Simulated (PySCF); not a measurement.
C11H9NS, SMILES c1sc(cc1)C=Cc1ccncc1, GFN2-xTB optimised geometry.

```
22

C      0.48     0.05     0.00
C     -0.86    -0.01     0.00
C     -1.72     1.13     0.00
C     -3.09     1.13     0.00
C     -3.65     2.42     0.00
C     -2.71     3.40     0.00
S     -1.11     2.76     0.00
C      1.39    -1.08     0.00
C      0.97    -2.42     0.00
C      1.93    -3.42     0.00
N      3.23    -3.19     0.00
C      3.64    -1.93     0.00
C      2.77    -0.85     0.00
H      0.96     1.02     0.00
H     -1.37    -0.96     0.00
H     -3.68     0.23     0.00
H     -4.71     2.62     0.00
H     -2.85     4.46     0.00
H     -0.07    -2.68     0.00
H      1.64    -4.46     0.00
H      4.71    -1.79     0.00
H      3.15     0.16     0.00
```

Density from PBE0/def2-SVP run with PySCF at that geometry.

Minimum of the electron density along straight lines between bonded atoms, close to the bond critical point (lines longer than 1.1 times the sum of covalent radii, or with two minima, are not listed):

| bond | length / Å | ρ at the minimum / e bohr⁻³ | ∇²ρ there / e bohr⁻⁵ | position (fraction from the first atom) |
|---|---|---|---|---|
| C1–C2 | 1.344 | 0.333 | -0.87 | 0.50 |
| C2–C3 | 1.429 | 0.287 | -0.72 | 0.49 |
| C3–C4 | 1.373 | 0.316 | -0.79 | 0.51 |
| C4–C5 | 1.406 | 0.300 | -0.75 | 0.50 |
| C5–C6 | 1.360 | 0.322 | -0.82 | 0.49 |
| C3–S7 | 1.743 | 0.207 | (withheld) | 0.47 |
| C6–S7 | 1.716 | 0.218 | -0.48 | 0.47 |
| C1–C8 | 1.447 | 0.280 | -0.69 | 0.50 |
| C8–C9 | 1.399 | 0.304 | -0.76 | 0.51 |
| C9–C10 | 1.382 | 0.315 | -0.81 | 0.50 |
| C10–N11 | 1.323 | 0.351 | -1.01 | 0.35 |
| N11–C12 | 1.323 | 0.351 | -1.01 | 0.65 |
| C8–C13 | 1.400 | 0.305 | -0.77 | 0.50 |
| C12–C13 | 1.382 | 0.316 | -0.82 | 0.50 |
| C1–H14 | 1.084 | 0.282 | -1.06 | 0.63 |
| C2–H15 | 1.082 | 0.283 | -1.08 | 0.63 |
| C4–H16 | 1.076 | 0.284 | -1.09 | 0.63 |
| C5–H17 | 1.075 | 0.284 | -1.10 | 0.63 |
| C6–H18 | 1.072 | 0.286 | -1.13 | 0.64 |
| C9–H19 | 1.078 | 0.284 | -1.08 | 0.63 |
| C10–H20 | 1.083 | 0.287 | -1.12 | 0.64 |
| C12–H21 | 1.083 | 0.287 | -1.12 | 0.64 |
| C13–H22 | 1.080 | 0.283 | -1.07 | 0.63 |

Question: Fill in the missing entries.

Answer: 
- C3–S7, ∇²ρ there / e bohr⁻⁵: -0.42
